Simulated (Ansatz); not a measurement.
CH3ClOSi2 (`O=C1[SiH2][SiH]1Cl`) at its PBE0-D4/def2-TZVP geometry, where that method's forces vanish. Charge 0, multiplicity 1.

```xyz
8

O     1.3980    1.8798   -0.5114
C     0.9008    0.8126   -0.3142
Si    1.5100   -0.9303    0.3118
Si   -0.8642    0.0552   -0.4234
Cl   -2.3232    0.3856    0.9601
H    -0.1634   -1.3298    0.0073
H     0.9989   -0.4379    1.6618
H    -1.4569   -0.4352   -1.6920
```

Question: What forces (eV/Å) does B3LYP-D4/def2-TZVPP give on these atoms in Ansatz 0.2.0? (Estimate.)

Answer: Computed: 
```
O1   0.134  0.274 -0.053
C2  -0.116 -0.197  0.011
Si3  0.230 -0.105  0.171
Si4 -0.097 -0.109 -0.294
Cl5 -0.176  0.042  0.166
H6  -0.075  0.113 -0.044
H7   0.065 -0.051 -0.020
H8   0.035  0.032  0.063
```

B3LYP here is the variant with VWN-RPA as its local correlation; programs differ in this.
